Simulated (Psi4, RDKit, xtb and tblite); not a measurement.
Relaxed torsion scan: CH5Cl3GeSi, SMILES Cl[Si](Cl)(Cl)[CH2][GeH3]. Scanned: dihedral Cl1–Si2–C5–Ge6; all other coordinates were relaxed at GFN2-xTB. Heavy atoms are numbered in the order of the SMILES Cl[Si](Cl)(Cl)[CH2][GeH3], hydrogens after them in the order of the atoms that carry them; the mirror image has the same energies with the sign of each dihedral reversed.

Computed with: GFN2-xTB (xtb and tblite); UFF // GFN2-xTB (RDKit); MP2/cc-pVTZ = DF-MP2 (frozen core)/cc-pVTZ // GFN2-xTB (Psi4).

Energies in kcal/mol, each method relative to its own lowest point.

```json
[
 {"φ / °": "0", "GFN2-xTB": "0.04", "UFF": "4.33", "MP2/cc-pVTZ": "2.32"},
 {"φ / °": "10", "GFN2-xTB": "0.03", "UFF": "4.07", "MP2/cc-pVTZ": "2.15"},
 {"φ / °": "20", "GFN2-xTB": "0.01", "UFF": "3.34", "MP2/cc-pVTZ": "(withheld)"},
 {"φ / °": "30", "GFN2-xTB": "0.00", "UFF": "2.26", "MP2/cc-pVTZ": "1.00"},
 {"φ / °": "40", "GFN2-xTB": "0.02", "UFF": "1.08", "MP2/cc-pVTZ": "(withheld)"},
 {"φ / °": "50", "GFN2-xTB": "0.04", "UFF": "0.26", "MP2/cc-pVTZ": "0.07"},
 {"φ / °": "60", "GFN2-xTB": "(withheld)", "UFF": "0.00", "MP2/cc-pVTZ": "0.00"},
 {"φ / °": "70", "GFN2-xTB": "0.04", "UFF": "0.33", "MP2/cc-pVTZ": "0.10"},
 {"φ / °": "80", "GFN2-xTB": "0.02", "UFF": "1.30", "MP2/cc-pVTZ": "0.49"},
 {"φ / °": "90", "GFN2-xTB": "0.00", "UFF": "2.52", "MP2/cc-pVTZ": "1.14"},
 {"φ / °": "100", "GFN2-xTB": "(withheld)", "UFF": "(withheld)", "MP2/cc-pVTZ": "1.76"},
 {"φ / °": "110", "GFN2-xTB": "0.03", "UFF": "4.14", "MP2/cc-pVTZ": "2.19"}
]
```

Complete the blanks.


- 20, MP2/cc-pVTZ: 1.66
- 40, MP2/cc-pVTZ: 0.39
- 60, GFN2-xTB: 0.05
- 100, GFN2-xTB: 0.01
- 100, UFF: 3.50
